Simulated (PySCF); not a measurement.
Run record for `[SiH3]N([SiH3])BP`: revPBE/cc-pVDZ, TDA, 3 singlets.

Method: TDA revPBE/cc-pVDZ, vertical, gas phase, core orbitals frozen in the response (PySCF 2.14.0, density-fitted response routines). Geometry: GFN2-xTB. The command runs a driver script over a list of jobs; the input below is this job's line of settings and its coordinates in Å.

Command:
```bash
OMP_NUM_THREADS=1 python probes_run.py task.json out
```

Input:
```
{"job": {"kind": "uv", "xc": "revPBE", "basis": "cc-pVDZ", "nstates": 3, "ntriplets": 0, "tda": true}, "charge": 0, "multiplicity": 1}
Si    -1.604429    -1.253009    -0.144430
N     -0.277593    -0.215960     0.369481
Si    -0.636591     1.491749     0.617217
B      1.020719    -0.723357     0.525798
P      2.507600     0.371053     0.980720
H     -2.672322    -1.122384     0.847662
H     -2.035411    -0.776930    -1.462026
H     -1.116429    -2.625346    -0.214405
H     -2.068604     1.571590     0.900603
H      0.159851     1.966347     1.746670
H     -0.318111     2.204214    -0.625279
H      1.205768    -1.880815     0.446117
H      3.468217    -0.334389     0.279166
H      2.366657     1.326765    -0.009437
```

Question: Predict the output.

Answer: 
```
coarse grid: 12600 points
cycle   1  E = -1005.0757111409  dE =  2.079e-01  |g| = 4.792e-01  |ddm| = 6.968e+00
cycle   2  E = -1004.8975976704  dE =  1.781e-01  |g| = 9.720e-01  |ddm| = 2.430e+00
cycle   3  E = -1005.1294401333  dE = -2.318e-01  |g| = 1.413e-01  |ddm| = 1.452e+00
cycle   4  E = -1005.1347371701  dE = -5.297e-03  |g| = 4.485e-02  |ddm| = 3.483e-01
cycle   5  E = -1005.1353591712  dE = -6.220e-04  |g| = 1.334e-02  |ddm| = 1.199e-01
cycle   6  E = -1005.1354185161  dE = -5.934e-05  |g| = 3.845e-03  |ddm| = 3.421e-02
cycle   7  E = -1005.1354245128  dE = -5.997e-06  |g| = 8.430e-04  |ddm| = 1.164e-02
final grid: 106328 points
cycle   8  E = -1005.1635465797  dE = -1.506e-05  |g| = 8.867e-03  |ddm| = 7.366e-02
cycle   9  E = -1005.1634699931  dE =  7.659e-05  |g| = 1.910e-02  |ddm| = 4.632e-02
cycle  10  E = -1005.1635675629  dE = -9.757e-05  |g| = 2.118e-03  |ddm| = 2.983e-02
cycle  11  E = -1005.1635686485  dE = -1.086e-06  |g| = 5.413e-04  |ddm| = 4.271e-03
cycle  12  E = -1005.1635687581  dE = -1.097e-07  |g| = 6.239e-05  |ddm| = 1.162e-03
cycle  13  E = -1005.1635687595  dE = -1.364e-09  |g| = 1.144e-05  |ddm| = 1.625e-04
cycle  14  E = -1005.1635687595  dE = -3.706e-11  |g| = 2.995e-06  |ddm| = 3.894e-05
converged SCF energy = -1005.1635687595

Static polarisability (au): isotropic 92.469, principal 70.751 90.935 115.723

Singlet excitations
state   eV       nm        f      main configurations
  1   5.1340    241.5   0.02975   H->L+1 0.72, H->L 0.26
  2   5.2341    236.9   0.07679   H->L 0.67, H->L+1 0.27
  3   6.1325    202.2   0.00578   H->L+2 0.93
```

The SCF starts on a coarse grid where the log names one; the energy can jump when the final grid takes over, and dE then counts from the start density on the new grid. H and L stand for HOMO and LUMO; the number after each pair is its weight.

Question: Which computed singlet has the largest oscillator strength, and what do all of them sum to?

Answer: State 2 at 5.23 eV (237 nm), f = 0.077; the 3 states sum to 0.112.

Question: Give S1 in cm⁻¹ and kJ/mol.

Answer: 5.1340 eV × 8065.54 = 41409 cm⁻¹; × 96.485 = 495.4 kJ/mol.

In short: SCF converged in 14 cycles with 127 basis and 774 fitting functions; HOMO -5.76 eV, LUMO -1.14 eV; lowest singlet 5.13 eV; mean polarisability 92.5 au.

Hardware: one thread of an Arm Neoverse V1, shared host with 64 logical CPUs at a one-minute load of 32. Cost: 15 s wall, 0.52 GiB resident at most.

Conformer computed: `[SiH3:1][N:2]([SiH3:3])[BH:4][PH2:5]`: Si1–N2–B4–P5 176°, H–P5–B4–N2 -147°, H–P5–B4–N2 -53°.

One conformer stands for the species.
